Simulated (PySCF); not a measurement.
**Electric field gradients and quadrupole coupling constants**

Compound: (Cl2Al-mu-F)2.
Cartesian coordinates in Å at the PBE0-D3(BJ)/def2-SVP level; atoms count from 1:
```
atom  x, y, z in Å
Al1   -0.738    1.166   -0.058
Cl2   -2.787    0.986    0.205
Cl3    0.284    2.940   -0.380
F4    -0.118   -0.143   -1.168
Al5    0.774   -1.186    0.036
Cl6    2.826   -1.023   -0.226
Cl7   -0.260   -2.952    0.362
F8     0.158    0.127    1.145
```

Field gradients from the PBE0/pcSseg-1 (pcSseg-2 on Al) density (PySCF, non-relativistic), principal values in atomic units, ordered |Vxx| ≤ |Vyy| ≤ |Vzz|:

| atom | Vxx | Vyy | Vzz |
| --- | --- | --- | --- |
| Al1 | -0.0185 | -0.4778 | 0.4963 |
| Cl2 | -0.7209 | -0.8557 | 1.5766 |
| Cl3 | -0.7193 | -0.8535 | 1.5728 |
| Al5 | -0.0183 | -0.4789 | 0.4972 |
| Cl6 | -0.7224 | -0.8575 | 1.5800 |
| Cl7 | -0.7181 | -0.8538 | 1.5719 |

Problem. Find the asymmetry η = (Vxx − Vyy)/Vzz and the couplings χ = eQV/h (234.96 MHz × Q in barn × V in au), with Q(27Al) = 0.1466 b, Q(35Cl) = −0.0817 b.

Solution. 
```json
{"atom": "Al1", "environment": "aluminium bonded to 2 Cl and 2 F", "nucleus": "27Al", "η": "0.93", "χzz (MHz)": "17.10", "χxx (MHz)": "-0.64", "χyy (MHz)": "-16.46"}
{"atom": "Cl2", "environment": "chlorine bonded to Al", "nucleus": "35Cl", "η": "0.09", "χzz (MHz)": "-30.27", "χxx (MHz)": "13.84", "χyy (MHz)": "16.43"}
{"atom": "Cl3", "environment": "chlorine bonded to Al", "nucleus": "35Cl", "η": "0.09", "χzz (MHz)": "-30.19", "χxx (MHz)": "13.81", "χyy (MHz)": "16.38"}
{"atom": "Al5", "environment": "aluminium bonded to 2 Cl and 2 F", "nucleus": "27Al", "η": "0.93", "χzz (MHz)": "17.13", "χxx (MHz)": "-0.63", "χyy (MHz)": "-16.50"}
{"atom": "Cl6", "environment": "chlorine bonded to Al", "nucleus": "35Cl", "η": "0.09", "χzz (MHz)": "-30.33", "χxx (MHz)": "13.87", "χyy (MHz)": "16.46"}
{"atom": "Cl7", "environment": "chlorine bonded to Al", "nucleus": "35Cl", "η": "0.09", "χzz (MHz)": "-30.18", "χxx (MHz)": "13.79", "χyy (MHz)": "16.39"}
```

At Al1 and Al5 η is above 0.9: Vyy and Vzz are nearly equal in size and opposite in sign, so a small change could swap them and flip the sign of χzz. 

Problem. What is Vzz at Cl3 in SI units (1 au = 9.71736 × 10²¹ V/m²)?

Solution. 1.5728 au = 15.284 × 10²¹ V/m².

Isolated species at its PBE0-D3(BJ)/def2-SVP geometry (one conformer only). With so small a basis the couplings can be 20 % off.
